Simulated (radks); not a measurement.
Results of a calculation; reference values are marked as such.
Spherical quantum dot in the effective-mass picture: electrons in a parabolic well V = omega^2 r^2 / 2 with omega = 3.89, with a point charge +1 (a donor) at the centre, all in effective atomic units (hartree* = m*/eps^2 hartree, bohr* = eps/m* bohr), one dielectric constant everywhere. Level of theory: non-relativistic Kohn-Sham, PBEsol, spin-polarised, spherical densities (a radial shooting solver with Libxc functionals). Levels are named by radial order and angular momentum (1s, 1p, 1d, 2s, ...), and open shells are averaged over m.

N = 3, configuration 1s2 1p(up 1, down 0). This is the lowest configuration that the search found. Occupied and some empty levels:

level    occupation  eigenvalue (hartree*)  <r> (bohr*)
1s up             1                 6.9348       0.5452
1s down           1                 7.0764       0.5413
1p up             1                 11.136       0.7637
1p down           0                 11.325       0.7640
2s up             0                 14.557       0.8468
2s down           0                 14.675       0.8508
1d up             0                 15.010       0.9212
1d down           0                 15.192       0.9242
1f up             0                 18.851        1.053
1f down           0                 19.007        1.057

Energy (hartree*): total 19.3179, kinetic 11.290, external 3.9100, Hartree 6.5699, exchange-correlation -2.4521.
